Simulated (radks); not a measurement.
Problem. All-electron atom: Ho III in [Xe] 4f11. Method: Dirac Kohn-Sham, PBEsol, spin-unpolarised, spherical densities, finite nucleus; open shells fill j = l - 1/2 first; Fermi nuclear charge, rms radius 5.2022 fm; computed with a radial shooting solver on a logarithmic mesh with Libxc functionals. Some entries of the table are withheld. Estimate them.

orbital  occ.  eigenvalue (Ry)  <1/r> (bohr^-1)  <r> (bohr)
1s1/2       2              (1)            76.01     0.02075
2s1/2       2        -681.7877            18.25     0.08756
2p1/2       2              (2)            18.22         (3)
2p3/2       4              (4)            15.88         (5)
3s1/2       2        -153.0379            6.671      0.2295
3p1/2       2        -138.7122            6.589      0.2192
3p3/2       4        -125.5674            5.991      0.2327
3d3/2       4        -100.9546            5.876      0.2054
3d5/2       6        -98.08134            5.729      0.2096
4s1/2       2        -31.02911            2.791      0.5190
4p1/2       2        -25.34021            2.683      0.5287
4p3/2       4        -22.38825            2.476      0.5599
4d3/2       4        -13.01373            2.254      0.5905
4d5/2       6        -12.47836            2.203      0.6016
5s1/2       2         -4.74491              (6)       1.277
5p1/2       2         -3.21047           0.9166       1.437
5p3/2       4         -2.83779           0.8444       1.542
4f5/2       6         -1.30439            1.616      0.8338
4f7/2       5         -1.23245            1.589      0.8524

Solution. 
(1) 1s1/2 eigenvalue (Ry): -4072.955
(2) 2p1/2 eigenvalue (Ry): -649.1030
(3) 2p1/2 <r> (bohr): 0.07291
(4) 2p3/2 eigenvalue (Ry): -586.1590
(5) 2p3/2 <r> (bohr): 0.08008
(6) 5s1/2 <1/r> (bohr^-1): 1.045
